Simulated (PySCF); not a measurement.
Job for PySCF: R-HF/STO-3G on C2H5AlO (SMILES C=[CH][AlH][OH]), a point of a torsion scan.

```python
from pyscf import gto, scf, dft, mp
from pyscf.data.elements import chemcore

mol = gto.M(
    atom='''
    C    -1.31781786   -0.73862982   -0.01238372
    C    -0.85785450    0.48668271    0.23414344
    Al    1.05619031    0.97296427    0.01613363
    O     2.23182854   -0.06072986   -0.47460880
    H    -0.65645262   -1.52757913   -0.34558978
    H    -2.35719136   -1.02342349    0.10039830
    H    -1.58224995    1.23150963    0.56696877
    H     1.52615337    2.39909321    0.31435813
    H     2.92182068   -0.64018237   -0.76725220
    ''',
    basis='sto-3g',
    charge=0, spin=0, verbose=3, max_memory=1800)
mf = scf.RHF(mol)
mf.conv_tol = 1e-8
mf.max_cycle = 100
mf.kernel()
if not mf.converged:
    mf = mf.newton().run(mf.mo_coeff, mf.mo_occ)
```

Output:

```
converged SCF energy = -390.535741158594
```

Self-consistency was reached.

Cost: around 0.5 core-seconds (rough).
